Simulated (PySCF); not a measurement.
C3H10OSi.
Numbering: `[CH3:1][CH2:2][CH2:3][O:4][SiH3:5]` (hydrogens: H6, H7, H8 on C1; H9, H10 on C2; H11, H12 on C3; H13, H14, H15 on Si5)

Torsions of this conformer, `[CH3:1][CH2:2][CH2:3][O:4][SiH3:5]`: C1–C2–C3–O4 180°, C2–C3–O4–Si5 180°.

The closed-shell ground state was solved at several levels (PySCF, density fitting, gas phase, non-relativistic). Geometry: GFN2-xTB, one conformer, isolated molecule.

```
         level  basis functions  HOMO (eV)  LUMO (eV)  gap (eV)  dipole (D)
 PBE0/pcSseg-1              142      -8.01       0.51      8.52        1.06
PBE0/def2-SVPD              187      -8.05       0.27      8.32        1.03
```

Problem. What might CAM-B3LYP/def2-SVPD (187 basis functions) give for the same quantities?

Solution. HOMO -9.48 eV, LUMO 1.14 eV, gap 10.62 eV, dipole 1.06 D.

Problem. Over all these levels, which gives the widest orbital gap and which the narrowest?

Solution. CAM-B3LYP/def2-SVPD (range-separated hybrid) has the widest, 10.62 eV, and PBE0/def2-SVPD (global hybrid, 25 % exact exchange) the narrowest, 8.32 eV. The two share the basis. From the narrowest to the widest the HOMO moves by -1.43 eV and the LUMO by +0.87 eV.

Problem. How far do the dipole and the HOMO energy spread over the levels?

Solution. The dipole runs from 1.03 to 1.06 D (mean 1.05 D) and the HOMO from -9.48 to -8.01 eV.
